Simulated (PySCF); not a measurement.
**BTe⁺: frontier orbitals**

r²SCAN0 at R = 2.058 Å; PySCF, spin-free X2C with a Gaussian nucleus, basis sets B x2c-SVPall, Te x2c-SVPall. State: ³Π (triplet), unpaired electrons σ ↑, π ↑. Only the outer orbitals are listed, counted within each symmetry.

| spin | orbital | occ. | ε (eV) | on B (%) | main shells (%) |
| --- | --- | --- | --- | --- | --- |
| α | 11σ | 1 | -26.25 | 16 | 80 Te s, 12 B s |
| α | 12σ | 1 | -19.24 | 55 | 54 B s, 29 Te p, 16 Te s |
| α | 6π | 1 | -15.51 | 16 | 83 Te p, 16 B p |
| α | 13σ | 1 | -15.26 | 68 | 48 B p, 30 Te p, 20 B s |
| α | 6π | 1 | -14.45 | 24 | 75 Te p, 23 B p |
| α | 7π | 0 | -9.40 | 78 | 78 B p, 17 Te p |
| α | 7π | 0 | -8.99 | 72 | 72 B p, 25 Te p |
| α | 14σ | 0 | -4.72 | 39 | 42 Te p, 32 B p, 19 Te d |
| β | 11σ | 1 | -24.91 | 19 | 78 Te s, 13 B s |
| β | 12σ | 1 | -17.84 | 40 | 40 Te p, 35 B s, 18 Te s |
| β | 6π | 1 | -14.08 | 17 | 82 Te p, 16 B p |
| β | 6π | 0 | -11.61 | 21 | 78 Te p, 20 B p |
| β | 13σ | 0 | -9.71 | 77 | 53 B s, 24 B p, 23 Te p |
| β | 7π | 0 | -7.86 | 77 | 77 B p, 18 Te p |

**Question.** Which are the highest filled and the lowest empty level, where do they sit, and how wide is the gap?

**Answer.** Highest filled β 6π at -14.08 eV (in %: 82 Te p, 16 B p); lowest empty β 6π at -11.61 eV (in %: 78 Te p, 20 B p); the gap at r²SCAN0 is 2.47 eV. Both belong to one degenerate shell, split only by its one-sided filling, so this is no excitation gap.

```
bond order (Mayer)                                                                                                 : 1.89
⟨S²⟩                                                                                                               : 2.013
charge on B (Mulliken, basis-dependent)                                                                            : 0.43
charge on B (Löwdin, basis-dependent)                                                                              : 0.22
dipole moment (positive dipole points towards Te; it is taken about the centre of mass and depends on that origin) : -2.85 D
```

Spin–orbit coupling is left out. The state was picked by a PBE0 search and need not be the measured ground state.
